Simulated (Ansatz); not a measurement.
# Redistribution: CH2BrI + CHBrClF → CH2ClI + CHBr2F

Species: CH2BrI (bromoiodomethane) `BrCI`, singlet; CHBrClF (bromochlorofluoromethane) `FC(Cl)Br`, singlet; CH2ClI (chloroiodomethane) `ClCI`, singlet; CHBr2F (dibromofluoromethane) `FC(Br)Br`, singlet. The partners trade Br for Cl; both sit on C, so the bond types are kept.

Shapes, held fixed at every level: PBE0-D4/def2-TZVP. Programs: Ansatz 0.2.0. The zero-point and thermal change to 298 K, harmonic and unscaled (PBE0-D4/def2-TZVP), is +0.1 kJ/mol.

```tsv
level	kind	ΔH(298 K) (kJ/mol)	less CCSD(T)/def2-TZVPP
HF/def2-SVP	Hartree–Fock	+11.0	+3.4
r2SCAN0-D4/def2-TZVPP	global hybrid	+6.7	-0.9
wB97X-V/def2-TZVPP	range-separated hybrid	+7.0	-0.6
MP2/def2-SVP	perturbation theory	+11.4	+3.8
CCSD/def2-SVP	coupled cluster or CI	+10.7	+3.1
CCSD/def2-TZVPP	coupled cluster or CI	+7.8	+0.2
CCSD(T)/def2-TZVPP	coupled cluster or CI	+7.6	0.0
```

The highest level, CCSD(T)/def2-TZVPP, gives ΔH(298 K) = +7.6 kJ/mol; the levels span +6.7 to +11.4. The column of differences is taken from that level and isn't an error. No measured value is set beside it here. For atoms past krypton def2 sets carry core potentials with scalar relativity. Relativity is left out for Br unless named. Correlated rows may include outer-core shells of Br, I, which these sets cover unevenly.
